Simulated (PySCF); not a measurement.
All values below come from PBE-D3(BJ)/def2-TZVP // PBE0-D3(BJ)/def2-TZVP (PySCF 2.14.0). All species are isolated molecules in the gas phase. Delta-SCF ions had no search for a lower state. Excitations are Tamm–Dancoff values on a coarser integration grid. The basis has no diffuse functions, so Rydberg states are missing or too high.

Reference species (SMILES): `C1[SiH]=[SiH][SiH2]1` (neutral, multiplicity 1).

```yaml
vertical ionisation energy (Delta-SCF): 7.61 eV
HOMO–LUMO gap: 2.76 eV
HOMO: -5.03 eV
T1 excitation (TDA): 2.05 eV
```

Changed species: `[SiH2]=C=[SiH][SiH3]`.

**Question.** Predict the effect on the vertical ionisation energy (Delta-SCF), HOMO–LUMO gap, HOMO and T1 excitation (TDA).

**Answer.** the vertical ionisation energy (Delta-SCF) rises by 0.58 eV, to 8.19 eV; the HOMO–LUMO gap rises by 0.27 eV, to 3.03 eV; the HOMO drops by 0.60 eV, to -5.63 eV; the T1 excitation (TDA) increases by 0.37 eV, to 2.42 eV.
